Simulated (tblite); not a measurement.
Start geometry of `CCC(F)([Si@@H]1C[SiH2][SiH2]1)F` from a force field or distance geometry (Å):
```
atom  x, y, z in Å
C1     2.7367   -0.4321    0.2340
C2     2.1557    0.6997   -0.5914
C3     0.8206    0.3801   -1.1919
F4     0.4689    1.5528   -1.9111
F5     0.8054   -0.6895   -2.0254
Si6   -0.4165    0.2797    0.1957
C7    -1.1602   -1.3618    0.5558
Si8   -2.6247   -0.4123    1.2742
Si9   -2.4321    0.8800   -0.5292
H10    2.9780   -1.2509   -0.4738
H11    3.6513   -0.0895    0.7396
H12    1.9786   -0.8268    0.9444
H13    2.8592    0.8849   -1.4239
H14    2.0714    1.6475    0.0137
H15   -0.0152    0.9823    1.4219
H16   -0.6670   -1.9779    1.3464
H17   -1.5254   -1.9252   -0.3207
H18   -2.2198    0.2958    2.4874
H19   -3.8671   -1.1584    1.3878
H20   -2.8702    0.2463   -1.7657
H21   -2.7366    2.2923   -0.3683
```

Problem. What comes out of this run: GFN2-xTB geometry optimisation, gas phase (tblite 0.8.0)?

Solution. 
```
atom  x, y, z in Å
C1     2.6027   -0.6360    0.1510
C2     2.2330    0.3635   -0.9345
C3     0.7297    0.4869   -1.1144
F4     0.4960    1.4278   -2.1020
F5     0.2365   -0.6786   -1.6629
Si6   -0.3819    0.9480    0.4174
C7    -0.8718   -0.6972    1.2972
Si8   -2.6866   -0.9796    0.6794
Si9   -2.5989    1.1549   -0.3065
H10    2.1756   -1.6105   -0.0735
H11    3.6833   -0.7396    0.2097
H12    2.2325   -0.3080    1.1202
H13    2.6713    0.0596   -1.8897
H14    2.6118    1.3569   -0.6864
H15    0.4906    1.8359    1.2080
H16   -0.8369   -0.5854    2.3797
H17   -0.2188   -1.5357    1.0664
H18   -3.5888   -1.2412    1.8107
H19   -2.7712   -2.1644   -0.1798
H20   -2.8522    1.3326   -1.7393
H21   -3.3650    2.2271    0.3488
```

The energy falls by 150.3 kJ/mol over 130 L-BFGS steps, the largest force on an atom goes from 2.46 to 0.009 eV/Å, and the atoms move by 1.118 Å rms after alignment. The bond that changes most is Si8–Si9 (both ends SiH2 silicon), which lengthens by 0.126 Å. Bonds longer at the end by more than 0.005 Å: 12 of 21; shorter: 8. Among the angles that change most is Si9–Si6–H15, from 113.0° to 132.3°. Among the dihedrals that turn most is H15–Si6–C7–H17, from 177° to -94°. Rotational constants go from 1705, 680.0, 576.8 to 1532, 683.0, 581.9 MHz. The orientation of the end geometry is arbitrary; only internal coordinates are fixed.

Its GFN2-xTB frequencies are all real (lowest 35 cm⁻¹). The numbers are those of one conformer. 3 starts were optimised and ended at 0.00, 0.48 and 1.17 kcal/mol (GFN2-xTB); the lowest of these is shown.

These are computed values.
